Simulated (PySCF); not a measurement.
Stationary points of Ca₂H₄

Method: PySCF, PBE0, basis Ca def2-TZVP, H def2-TZVP (no relativity, density fitting).

Relaxations began from a few typed shapes. The search is not exhaustive: other isomers or separated fragments can lie lower, and high-lying points may rest on an excited occupation.

| spin | group | bonds | angles | imaginary modes (cm⁻¹) | ΔE (kJ/mol) | ΔE with ZPE (kJ/mol) |
| --- | --- | --- | --- | --- | --- | --- |
| singlet | D2h | Ca–H 2.028 Å (×2), Ca–H 2.191 Å (×4) | Ca–H–Ca 104.0° (×2), H–Ca–H 76.0° (×2), H–Ca–H 142.0° (×4) | none | 0.0 | 0.0 |
| singlet | C2h | Ca–H 2.016 Å (×4) | H–Ca–H 132.7° (×2) | 170i, 130i, 117i | 217.7 | – |

The lowest minimum found is the singlet D2h: Ca–H 2.028 Å (×2), Ca–H 2.191 Å (×4); Ca–H–Ca 104.0° (×2), H–Ca–H 76.0° (×2), H–Ca–H 142.0° (×4).
